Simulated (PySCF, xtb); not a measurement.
Se(Cl)(NMe2) (C₂H₆ClNSe), SMILES CN(C)[Se]Cl. Atoms are numbered in the order given.

```xyz
11

Se     0.8178     0.3353     0.0000
Cl    -0.9782     1.7502     0.0000
N      0.0625    -1.2931     0.0000
C     -0.5893    -1.7423    -1.2247
C     -0.5893    -1.7423     1.2247
H     -1.5976    -1.3000    -1.3368
H     -0.6896    -2.8399    -1.2024
H      0.0158    -1.4584    -2.0954
H     -0.6896    -2.8399     1.2024
H     -1.5976    -1.3000     1.3368
H      0.0158    -1.4584     2.0954
```

Coordinates come from a B3LYP-D3(BJ)/def2-SVP optimisation. Other conformers were not sampled.

These are PySCF with C-PCM-PBE0/def2-SVP values and carry that method's errors.

The values are the electrostatic part of the solvation free energy, E(continuum) − E(gas) at the gas-phase geometry, in a cavity of scaled van der Waals radii (PySCF's table); cavitation and dispersion terms are not included. In vacuum the orbital gap is 4.73 eV. The dipole moment in vacuum is 3.00 D.

Task: Estimate the values in water (ε = 78.36), chloroform (ε = 4.71), 1-octanol (ε = 9.86). (The exact figures need the calculation; the answer reports its results.)

Result: 
```json
[
 {"solvent": "water", "ε": "78.36", "ΔG(elec) (kcal/mol)": "-4.0", "dipole (D)": "4.04", "gap (eV)": "4.77"},
 {"solvent": "chloroform", "ε": "4.71", "ΔG(elec) (kcal/mol)": "-3.0", "dipole (D)": "3.78", "gap (eV)": "4.76"},
 {"solvent": "1-octanol", "ε": "9.86", "ΔG(elec) (kcal/mol)": "-3.5", "dipole (D)": "3.92", "gap (eV)": "4.77"}
]
```

For comparison, GFN2-xTB/ALPB(water) (xtb, at the GFN2-xTB geometry, all terms of that model) gives -1.4 kcal/mol.
